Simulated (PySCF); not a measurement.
**Scalar relativity in Cl²⁺ (chlorine, charge +2)**

[Ne] 3s2 3p3, high-spin 4S determinant; UHF calculated with PySCF 2.14 in dyall-acv3z (19s12p6d4f, 113 functions), once non-relativistic with a point nucleus and once with spin-free X2C-1e and a Gaussian nucleus.

```
shell  ε non-rel. (eV)  ε X2C (eV)  rms r non-rel. (bohr, spins averaged)  rms r X2C (bohr, spins averaged)  change of radius (%)
 1s α          -2882.9     -2893.1                                 0.1058                            0.1052                 -0.59
 1s β          -2881.7     -2891.9                                 0.1058                            0.1052                 -0.59
 2s α          -316.76     -318.58                                 0.4801                            0.4779                 -0.46
 2s β          -315.64     -317.46                                 0.4801                            0.4779                 -0.46
 2p α          -248.16     -248.20                                 0.4511                            0.4504                 -0.15
 2p β          -246.07     -246.11                                 0.4511                            0.4504                 -0.15
 3s α          -57.517     -57.730                                  1.564                             1.559                 -0.33
 3s β          -46.567     -46.775                                  1.564                             1.559                 -0.33
 3p α          -39.702     -39.695                                  1.719                             1.718                 -0.05
```

The total energy goes from -458.2268 to -459.6419 hartree.

Ionisation energy, Cl²⁺ [Ne] 3s2 3p3 (4S) → Cl³⁺ [Ne] 3s2 3p2 (3P) (eV):

```json
{"method": "UHF", "non-relativistic": "38.962", "spin-free X2C": "38.956", "shift": "-0.006"}
{"method": "MP2 (valence)", "non-relativistic": "39.628", "spin-free X2C": "39.623", "shift": "-0.005"}
{"method": "SCS-MP2 (valence)", "non-relativistic": "39.426", "spin-free X2C": "39.421", "shift": "-0.006"}
{"method": "CCSD (valence)", "non-relativistic": "39.554", "spin-free X2C": "39.551", "shift": "-0.003"}
{"method": "CCSD(T) (valence)", "non-relativistic": "39.592", "spin-free X2C": "39.589", "shift": "-0.003"}
{"method": "LDA", "non-relativistic": "39.670", "spin-free X2C": "39.662", "shift": "-0.008"}
{"method": "PBE", "non-relativistic": "39.577", "spin-free X2C": "39.571", "shift": "-0.007"}
{"method": "PBE0", "non-relativistic": "39.660", "spin-free X2C": "39.653", "shift": "-0.007"}
{"method": "r2SCAN", "non-relativistic": "39.838", "spin-free X2C": "39.831", "shift": "-0.007"}
{"method": "MP2 (valence and next inner shell)", "non-relativistic": "39.689", "spin-free X2C": "39.683", "shift": "-0.006"}
{"method": "SCS-MP2 (valence and next inner shell)", "non-relativistic": "39.481", "spin-free X2C": "39.475", "shift": "-0.006"}
```

Relativity contracts and stabilises s shells directly. The contracted s shells screen the nucleus better, so for spin-averaged p shells the direct and indirect effects partly cancel.
